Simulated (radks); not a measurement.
Values are calculated unless marked as measured or tabulated.
Q: Ionisation of Sb+, [Kr] 4d10 5s2 5p2, to Sb2+, [Kr] 4d10 5s2 5p1, under several functionals. Dirac Kohn-Sham, spin-unpolarised, spherical densities, finite nucleus; open shells fill j = l - 1/2 first; a radial shooting solver on a logarithmic mesh with Libxc functionals. The NIST Atomic Spectra Database gives 16.63 eV (measured). Rank these functionals by the error of their Delta-SCF ionisation energy: XLYP; HCTH/407; B86b exchange with PBE correlation; BP86; exchange-only B88.

A: From best to worst: BP86 16.562 eV (-0.064); HCTH/407 16.485 eV (-0.141); B86b exchange with PBE correlation 16.413 eV (-0.213); XLYP 16.354 eV (-0.272); exchange-only B88 15.546 eV (-1.080). Spin polarisation and multiplet splitting are left out, so open shells lie too high by an amount that depends on their filling.

Beside tabulated values, note that spin-unpolarised runs miss the spin-polarisation part of the exchange energy of open shells.
